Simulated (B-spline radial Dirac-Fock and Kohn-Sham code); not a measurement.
# Compton profile of Xe⁴⁷⁺

System: the Xe⁴⁷⁺ ion in the configuration [He] 2s2 2p3.

Level of theory: the impulse approximation on relativistic Hartree-Fock (Dirac-Fock) wave functions, averaged over the configuration; a radial finite-basis atomic code. pz is in atomic units of momentum; subshell profiles are per electron, for a selection of subshells; open shells are spread over both j values by their weights.

| pz | J total | J 1s1/2 | J 2s1/2 | J 2p1/2 | J 2p3/2 |
| --- | --- | --- | --- | --- | --- |
| 0 | 0.2090 | 0.0149 | 0.0506 | 0.0252 | 0.0264 |
| 0.8 | 0.2083 | 0.0149 | 0.0503 | 0.0252 | 0.0264 |
| 1 | 0.2079 | 0.0149 | 0.0501 | 0.0252 | 0.0264 |
| 1.2 | 0.2074 | 0.0148 | 0.0499 | 0.0252 | 0.0264 |
| 1.4 | 0.2068 | 0.0148 | 0.0496 | 0.0252 | 0.0264 |
| 1.6 | 0.2062 | 0.0148 | 0.0493 | 0.0252 | 0.0264 |
| 1.8 | 0.2055 | 0.0148 | 0.0489 | 0.0252 | 0.0264 |
| 2 | 0.2047 | 0.0148 | 0.0486 | 0.0252 | 0.0264 |
| 2.5 | 0.2023 | 0.0148 | 0.0474 | 0.0252 | 0.0264 |
| 3 | 0.1995 | 0.0147 | 0.0461 | 0.0252 | 0.0263 |
| 4 | 0.1926 | 0.0146 | 0.0429 | 0.0251 | 0.0262 |
| 5 | 0.1843 | 0.0145 | 0.0391 | 0.0249 | 0.0260 |
| 7 | 0.1645 | 0.0142 | 0.0307 | 0.0242 | 0.0253 |
| 10 | 0.1321 | 0.0135 | 0.0186 | 0.0222 | 0.0228 |
| 15 | 0.08541 | 0.0121 | 0.00610 | 0.0164 | 0.0164 |
| 20 | 0.05500 | 0.0103 | 0.00205 | 0.0104 | 0.00992 |
| 30 | 0.02577 | 0.00700 | 0.00136 | 0.00330 | 0.00288 |
| 40 | 0.01354 | 0.00439 | 0.00107 | 0.00100 | 0.000798 |
| 60 | 0.004289 | 0.00162 | 0.000376 | 0.000124 | 8.23e-05 |
| 100 | 0.0006461 | 0.000268 | 4.87e-05 | 6.27e-06 | 2.94e-06 |

J(0) = 0.2090. The 2s1/2 subshell gives the largest part, 48 %.

Mean momentum ⟨p⟩ by subshell (a.u.): 1s1/2 50.5, 2s1/2 18.8, 2p1/2 24.9, 2p3/2 23.5.

Values without a named source are computed, but for edge energies of neutral atoms, which are taken from tables.
